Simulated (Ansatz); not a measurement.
`N=C[SiH3]` + `C=C=C(O)Cl` → `C=C=C(Cl)O[SiH3]` + `C=N` at 600 K and 1 bar (ligand exchange at the Si–C bond).

Gas-phase electronic energies from Ansatz, PBE0-D4/def2-TZVP geometries. CBS: MP2 limit from def2 TZ/QZ plus the TZ coupled-cluster correction, frozen cores. This one scheme is used for every species. Each species was taken in one conformer, which may not be the lowest.

| species | CCSD(T)/CBS energy (Eh) | H − E (kJ/mol) | S (J/(mol·K)) |
| --- | --- | --- | --- |
| `N=C[SiH3]` | -384.79808 | 188.8 | 351.8 |
| `C=C=C(O)Cl` | -650.83058 | 185.5 | 388.6 |
| `C=C=C(Cl)O[SiH3]` | -941.14274 | 244.8 | 476.3 |
| `C=N` | -94.52360 | 129.6 | 259.4 |

H − E and S are ideal-gas, rigid-rotor, harmonic terms from PBE0-D4/def2-TZVP, for one conformer and one mirror image of each species. 1 Eh = 2625.50 kJ/mol, R = 8.31446 J/(mol·K).

**Question.** By hand: ΔE, ΔH, ΔS and ΔG.

**Answer.** ΔE = (-941.14274) + (-94.52360) − (-384.79808) − (-650.83058) = -0.03768 Eh = -98.9 kJ/mol. Δ(H − E) = 244.8 + 129.6 − 188.8 − 185.5 = 0.1, so ΔH = -98.8 kJ/mol. ΔS = 476.3 + 259.4 − 351.8 − 388.6 = -4.7 J/(mol·K). ΔG = -98.8 − 600 × (-4.7)/1000 = -96.0 kJ/mol.

**Question.** By hand: the equilibrium constant, and the temperature at which ΔG would vanish if ΔH and ΔS stayed fixed.

**Answer.** log₁₀ K = −ΔG/(RT ln 10) = 8.4. ΔG = 0 at ΔH/ΔS = 21021 K, far beyond where these terms or the molecules hold.

The number of gas molecules stays the same, so ΔS is small and ΔH decides. A doubt of 5 kJ/mol in ΔE shifts log₁₀ K by 0.4 here. Other conformers and mirror images would add mixing entropy, several J/(mol·K) or more a flexible species. Modes under 60 cm⁻¹, often nearly free rotors, make the harmonic entropy too high. These are equilibria of isolated gas molecules and say nothing of rates. Largest T1 diagnostic: 0.012 (customary marks: 0.02 for closed shells, 0.045 for open ones).
